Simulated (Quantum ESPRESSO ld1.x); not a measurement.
Question: The aim is neutral hafnium in [Xe] 4f14 5d2 6s2. What will ld1.x (Quantum ESPRESSO 7.5) do with this input?

```
 &input
    zed=72.0,
    iswitch=1,
    rel=1,
    lsd=1,
    dft='PW91',
    config='[Xe] 4f14 5d2 6s2',
    prefix='ld1',
    max_out_wfc=37,
    file_charge='ld1.rho',
 /
```

Answer: Silently wrong. The run ends normally, but in this build (ld1.x 7.5) Etot and Exc of a spin-polarised run lack the gradient corrections of exchange and correlation and come out near their LSDA values (nitrogen, PBE: -54.132 hartree against -54.536 from two other codes). The eigenvalues and orbitals are those of the GGA; the energies must not be used.

Output (excerpt):

```
     Program LD1 v.7.5 starts

     --------------------------- All-electron run ----------------------------

     scalar relativistic calculation

     atomic number is 72.00
     dft =PW91   lsd =1 sic =0 latt =0  beta=0.20 tr2=1.0E-14
     Exchange-correlation= PW91
                           (   1   4   2   2   0   0   0)
     mesh =2111 r(mesh) =  99.81654 a.u. xmin = -8.00 dx = 0.00800
     1 Ry =  13.60569312 eV, c = 137.03599908

     n l     nl                  e(Ry)          e(Ha)          e(eV)
     1 0     1S 1( 1.00)     -4799.0178     -2399.5089    -65293.9636
     2 0     2S 1( 1.00)      -820.7175      -410.3587    -11166.4299
     2 1     2P 1( 3.00)      -720.6154      -360.3077     -9804.4716
     3 0     3S 1( 1.00)      -186.9918       -93.4959     -2544.1535
     3 1     3P 1( 3.00)      -157.0924       -78.5462     -2137.3511
     4 0     4S 1( 1.00)       -37.6619       -18.8309      -512.4162
     4 1     4P 1( 3.00)       -27.8539       -13.9269      -378.9715
     3 2     3D 1( 5.00)      -121.7151       -60.8575     -1656.0181
     5 0     5S 1( 1.00)        -4.9406        -2.4703       -67.2197
     5 1     5P 1( 3.00)        -2.6381        -1.3191       -35.8936
     4 2     4D 1( 5.00)       -15.1840        -7.5920      -206.5883
     4 3     4F 1( 7.00)        -1.2364        -0.6182       -16.8223
     5 2     5D 1( 2.00)        -0.2318        -0.1159        -3.1536
     6 0     6S 1( 1.00)        -0.4031        -0.2016        -5.4848
     1 0     1S 2( 1.00)     -4799.0180     -2399.5090    -65293.9664
     2 0     2S 2( 1.00)      -820.7135      -410.3568    -11166.3766
     2 1     2P 2( 3.00)      -720.6123      -360.3062     -9804.4300
     3 0     3S 2( 1.00)      -186.9915       -93.4958     -2544.1490
     3 1     3P 2( 3.00)      -157.0919       -78.5460     -2137.3443
     4 0     4S 2( 1.00)       -37.6596       -18.8298      -512.3849
     4 1     4P 2( 3.00)       -27.8518       -13.9259      -378.9428
     3 2     3D 2( 5.00)      -121.7131       -60.8566     -1655.9912
     5 0     5S 2( 1.00)        -4.8977        -2.4489       -66.6371
     5 1     5P 2( 3.00)        -2.5776        -1.2888       -35.0705
     4 2     4D 2( 5.00)       -15.1811        -7.5906      -206.5500
     4 3     4F 2( 7.00)        -1.2256        -0.6128       -16.6750
     5 2     5D 2( 0.00)        -0.1575        -0.0787        -2.1429
     6 0     6S 2( 1.00)        -0.3461        -0.1730        -4.7087

     final scf error:  1.7E-15 reached in  30 iterations

     Etot =  -30138.621768 Ry,  -15069.310884 Ha, -410056.838930 eV
     Total magnetization:    2.00 Bohr mag.

     Ekin =   33049.944770 Ry,   16524.972385 Ha,  449667.406266 eV
     Encl =  -74405.621454 Ry,  -37202.810727 Ha,-1012340.052122 eV
     Eh   =   11814.415642 Ry,    5907.207821 Ha,  160743.313647 eV
     Exc  =    -597.360726 Ry,    -298.680363 Ha,   -8127.506722 eV
```

Run on one thread of a shared host, so times are rough (Intel(R) Xeon(R) Processor @ 2.60GHz): 0.99 s of CPU time, 1.1 s wall, 30 iterations on 2111 mesh points.
